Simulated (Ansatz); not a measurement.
**Question.** Predict a relaxed structure of GeClF₃, charge 0, singlet, at PBE-D4/def2-SVP (Ansatz).

**Answer.** 
```tsv
atom	x (Å)	y (Å)	z (Å)
Ge1	0.016	0.040	-0.023
Cl2	-0.677	-1.695	0.978
F3	0.258	-0.263	-1.705
F4	1.518	0.582	0.632
F5	-1.115	1.336	0.118
```
Point group C3v (tolerance 0.1 Å). This is one stationary point.
